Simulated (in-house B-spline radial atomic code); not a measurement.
Radial electron density of Cd²⁺, [Kr] 4d9 4f1. Computed with an all-electron radial atomic-structure program (B-spline basis): non-relativistic Hartree-Fock, average of configuration, point nucleus, inside a hard spherical wall at 2.5 bohr.

Columns: r (bohr), 4πr²n(r) (electrons per bohr), bar.

```
 0.00152    1.948 #
 0.00183     2.74 ##
  0.0022    3.823 ##
 0.00265    5.312 ###
 0.00319    7.309 ####
 0.00384    9.952 ######
 0.00462    13.37 ########
 0.00556     17.7 ##########
 0.00669       23 #############
 0.00805    29.25 #################
 0.00969    36.26 #####################
  0.0117     43.7 #########################
   0.014     50.4 #############################
  0.0169    56.11 ################################
  0.0203    59.42 ##################################
  0.0244    59.93 ###################################
  0.0294    57.78 #################################
  0.0354    54.37 ###############################
  0.0426    52.15 ##############################
  0.0513    53.68 ###############################
  0.0617    59.97 ###################################
  0.0742    69.01 ########################################
  0.0893    76.02 ############################################
   0.107     76.1 ############################################
   0.129    68.27 #######################################
   0.156    57.72 #################################
   0.187    53.18 ###############################
   0.225     56.9 #################################
   0.271    62.45 ####################################
   0.326    59.42 ##################################
   0.393    44.99 ##########################
   0.473     27.9 ################
   0.569     18.5 ###########
   0.684     18.4 ###########
   0.823    20.98 ############
   0.991     20.1 ############
    1.19    15.36 #########
    1.43    9.489 #####
    1.73    4.466 ###
    2.08    1.261 #
    2.48 0.002826
```

On this grid the curve has 4 maxima, near 0.0244, 0.107, 0.271, 0.823 bohr.

The 4f radial function P(r) = rR(r), positive near the nucleus:

```tsv
r (bohr)	P
0.0513	0.001035
0.0742	0.003591
0.107	0.01136
0.156	0.03344
0.225	0.08409
0.326	0.1855
0.473	0.3543
0.684	0.5779
0.991	0.8023
1.43	0.9122
2.08	0.5368
```
